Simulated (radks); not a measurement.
Q: The mean radii <r> (bohr) of the occupied orbitals of an atom or ion are listed with their occupations. Method: scalar-relativistic Kohn-Sham, PBE, spin-polarised, spherical densities, point nucleus; computed with a radial shooting solver on a logarithmic mesh with Libxc functionals.

| orbital | occ. | <r> |
|---|---|---|
| 1s up | 1 | 0.04550 |
| 1s down | 1 | 0.04550 |
| 2s up | 1 | 0.2028 |
| 2s down | 1 | 0.2028 |
| 2p up | 3 | 0.1772 |
| 2p down | 3 | 0.1772 |
| 3s up | 1 | 0.5983 |
| 3s down | 1 | 0.5982 |
| 3p up | 3 | 0.6173 |
| 3p down | 3 | 0.6169 |
| 3d up | 5 | 0.6791 |
| 3d down | 5 | 0.6754 |
| 4s up | 1 | 1.877 |
| 4s down | 1 | 1.870 |
| 4p up | 2 | 2.294 |

Name the element and its charge.

A: Z = 33, arsenic, charge +1: As+ in [Ar] 3d10 4s2 4p(up 2, down 0). The 1s radius gives Z: for a bare nucleus <r> = (2 gamma + 1)/(2Z) with gamma = sqrt(1 - (Z/c)^2), 0.04456 bohr for Z = 33, and screening makes it slightly larger (0.04550 here). The occupations add up to 32, and the charge is Z minus that.
